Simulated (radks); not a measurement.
Problem. Ni16+, configuration [Ne] 3s2 (the NIST ground configuration). Calculated with a radial shooting solver on a logarithmic mesh with Libxc functionals: scalar-relativistic Kohn-Sham, BLYP, spin-unpolarised, spherical densities, point nucleus. Some entries of the table are withheld. Estimate them.

| orbital | occ. | eigenvalue (eV) | <1/r> (bohr^-1) | <r> (bohr) |
|---|---|---|---|---|
| 1s | 2 | (1) | 28.10 | 0.05407 |
| 2s | 2 | -1527.302 | 6.149 | (2) |
| 2p | 6 | -1395.170 | 6.032 | 0.2118 |
| 3s | 2 | (3) | 2.357 | 0.6170 |

Solution. 
(1) 1s eigenvalue (eV): -8786.406
(2) 2s <r> (bohr): 0.2417
(3) 3s eigenvalue (eV): -554.4612
